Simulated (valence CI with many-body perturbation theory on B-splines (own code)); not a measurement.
E1 line list for Mo III

Method: relativistic CI+MBPT: four valence electrons over a frozen Dirac-Fock core [Kr], a basis of 7 s, 7 p, 8 d, 6 f, 4 g, 1 h functions for each j, with the one-electron correlation potential Σ1 (screened to all orders), the two-electron term Σ2, the three-electron term Σ3, Breit, model QED; selected single and double excitations, second order for the rest, scaled by the run's own slope (own B-spline code, finite nucleus).

Set against measurement, 67 paired levels are off by 561 cm⁻¹ on average, the worst by 1275. These come from a selection out of Sugar and Musgrove, J. Phys. Chem. Ref. Data 17, 155 (1988). Levels without a partner in it may be off by more, other configurations by 1,000 to 8,000 cm⁻¹. Among the levels kept, up to 470 cm⁻¹ of a level comes from second order outside the variational space, and about a tenth of that is noise between levels of different J, which matters for small intervals.

Lines 351 to 400 of 592 in falling wavelength, among levels below 124753 cm⁻¹, chosen from the strongest by gf and those to the six lowest levels. Wavelengths and rates use the calculated energies, so an error of 600 cm⁻¹ moves a line at 134.9 nm by 0.81 % and its rate by three times that or more. Electric multipoles are in the length gauge, E1 and E2 with the static RPA response of the core. Weak lines are less certain than strong ones. Lines between different terms over intervals too small for the method are left out, as are lines whose strength nearly cancels. Where a level lies close to another of its J and parity, the split of strength between their lines is uncertain. The highest levels of a list are the least certain.

Names give the largest LS component (configuration and term), which can be under half, so a name can repeat, a term be missing and a line seem to break the LS rules; names also repeat where a configuration has a term twice. Letters in brackets count levels of one name in rising energy.

```
λ vac (nm)  λ from measured levels             Upper         Lower   A (s⁻¹)  log gf  Branch %
     136.1                          4d3.5p 3G°_3 [c]      4d4 3G_3  1.56e+08   -0.52      14.0
     135.9                          4d3.5p 3D°_2 [c]      4d4 3D_2  1.76e+08   -0.61      15.8
     135.7                          4d3.5p 3D°_2 [c]      4d4 3D_3  2.59e+08   -0.45      23.3
     135.6                          4d3.5p 3H°_6 [a]      4d4 3H_6  4.83e+07   -0.76      10.2
     135.5                          4d3.5p 1D°_2 [a]  4d4 3F_3 [a]  1.01e+08   -0.86      16.2
     135.5                          4d3.5p 1D°_2 [a]  4d4 3F_2 [a]  1.31e+08   -0.74      20.9
     135.2                          4d3.5p 3D°_3 [e]      4d4 3D_3  2.99e+08   -0.24      26.6
     135.1                          4d3.5p 3F°_4 [b]  4d4 3F_4 [a]  1.66e+08   -0.39      16.3
     134.9                   132.9      4d3.5p 5G°_5      4d4 5D_4  4.92e+06   -1.83       1.4
     134.8                   132.8  4d3.5p 3D°_1 [a]      4d4 5D_2  4.78e+06   -2.41       0.8
     134.2                   132.3  4d3.5p 3D°_2 [a]      4d4 5D_3  2.71e+07   -1.44       3.9
     134.0                   132.0  4d3.5p 3D°_1 [a]      4d4 5D_1  2.96e+07   -1.62       4.7
     133.9                          4d3.5p 3D°_2 [d]      4d4 3D_2  1.71e+08   -0.64      13.5
     133.6                   131.6  4d3.5p 3D°_1 [a]      4d4 5D_0  1.26e+08   -0.99      20.1
     133.6                          4d3.5p 1P°_1 [c]  4d4 1D_2 [b]  2.58e+08   -0.68      23.8
     133.4                          4d3.5p 3S°_1 [b]  4d4 1D_2 [a]  1.65e+08   -0.88      16.4
     133.3                          4d3.5p 1H°_5 [a]      4d4 3H_6  1.17e+08   -0.46      23.1
     133.3                          4d3.5p 3G°_3 [b]      4d4 3H_4  3.38e+08   -0.20      34.4
     133.2                   131.3  4d3.5p 3D°_2 [a]      4d4 5D_2  1.03e+06   -2.86       0.1
     133.1                          4d3.5p 3P°_0 [b]  4d4 3P_1 [a]  6.70e+08   -0.75      67.2
     133.1                          4d3.5p 1D°_2 [c]      4d4 1F_3  3.37e+08   -0.35      35.4
     133.1                          4d3.5p 3D°_3 [a]      4d4 5D_4  5.49e+07   -0.99       6.5
     132.7                          4d3.5p 3G°_5 [b]  4d4 3F_4 [a]  6.03e+07   -0.76       5.4
     132.5                          4d3.5p 3G°_5 [c]      4d4 1I_6  6.82e+08    0.30      44.6
     132.5                   130.6  4d3.5p 3D°_2 [a]      4d4 5D_1  2.09e+08   -0.56      30.3
     132.5                          4d3.5p 3F°_4 [b]      4d4 3H_5  7.85e+07   -0.73       7.7
     132.5                          4d3.5p 3P°_1 [a]  4d4 3P_0 [a]  2.65e+07   -1.68       4.8
     132.3                          4d3.5p 3D°_1 [b]  4d4 3F_2 [a]  2.43e+08   -0.72      31.4
     132.3                          4d3.5p 3F°_2 [b]  4d4 3F_2 [a]  2.86e+08   -0.43      33.2
     132.2                          4d3.5p 3P°_1 [b]  4d4 3P_1 [a]  1.79e+08   -0.85      17.7
     132.2                          4d3.5p 3D°_3 [c]      4d4 3G_4  9.66e+07   -0.75       9.2
     132.1                          4d3.5p 3F°_3 [b]  4d4 3F_4 [a]  8.20e+07   -0.82       9.5
     132.1                          4d3.5p 3P°_2 [b]  4d4 3P_2 [a]  4.20e+08   -0.26      41.9
     132.1                          4d3.5p 3P°_1 [c]      4d4 3D_1  2.07e+08   -0.79      19.7
     132.0                          4d3.5p 3H°_4 [b]  4d4 3F_4 [a]  3.67e+08   -0.06      31.6
     131.9                          4d3.5p 3D°_3 [a]      4d4 5D_3  3.77e+07   -1.16       4.4
     131.9                          4d3.5p 3P°_2 [c]      4d4 3D_2  1.79e+08   -0.63      16.0
     131.8                          4d3.5p 1P°_1 [b]  4d4 1D_2 [a]  1.74e+08   -0.87      18.9
     131.7                          4d3.5p 3P°_2 [c]      4d4 3D_3  3.22e+08   -0.38      28.7
     131.6                          4d3.5p 3F°_3 [b]  4d4 3F_3 [a]  1.88e+08   -0.47      21.7
     131.6                          4d3.5p 3P°_1 [c]      4d4 3D_2  2.11e+08   -0.79      20.0
     131.5                          4d3.5p 3F°_4 [b]      4d4 3H_4  2.34e+08   -0.26      23.0
     131.5                              4d3.5p 1I°_6      4d4 1I_6  5.84e+08    0.29      63.3
     131.4                          4d3.5p 3G°_4 [b]      4d4 3H_5  5.36e+08    0.10      41.7
     131.4                          4d3.5p 3P°_0 [d]      4d4 3D_1  5.61e+08   -0.84      53.0
     131.0                          4d3.5p 3G°_5 [b]      4d4 3H_6  5.89e+08    0.22      52.7
     131.0                          4d3.5p 3D°_3 [a]      4d4 5D_2  3.32e+08   -0.22      39.1
     130.8                              4d3.5p 5F°_3      4d4 5D_4  1.08e+08   -0.71      11.2
     130.7                   128.8      4d3.5p 5F°_4      4d4 5D_4  2.00e+08   -0.34      20.1
     130.5                          4d3.5p 3G°_4 [b]      4d4 3H_4  1.12e+08   -0.59       8.7
```
